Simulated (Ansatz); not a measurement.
Species: sum formula ZrOCl (charge 0, doublet). The spin state was set by rule; other spins were not relaxed. 
Geometry from a B3LYP-D3(BJ)/def2-TZVP (Ansatz, an electronic-structure program) optimisation:
```xyz
3

Zr     0.4555     0.3010    -0.2035
O     -0.6307     1.3597    -1.0465
Cl    -0.7749    -1.3482     0.9712
```
Charge 0, spin multiplicity 2.

Quantity: vertical ionisation energy (to the singlet state of charge +1; each state is the SCF solution reached for its spin; for the singlet T1 is 0.027), in eV. Cores are frozen in the correlated levels unless marked. UHF or UKS for open shells. No spin-orbit coupling. The frozen core is the preceding noble-gas configuration, with the filled d and f shells of earlier blocks. In def2 rows, elements after Kr have scalar-relativistic effective core potentials. Basis-set limits of correlation are two-point, X^-3; Hartree-Fock from the larger set. The bracket is a focal-point correction in the basis named.

| level | program | vertical ionisation energy (eV) |
|---|---|---|
| HF/def2-SVPD | Ansatz | 7.12 |

Task: Estimate the value at RI-MP2/CBS(def2-TZVPPD,def2-QZVPPD)+[CCSD(T)-MP2]/def2-TZVPPD as computed with Ansatz.

Result: 7.06 eV
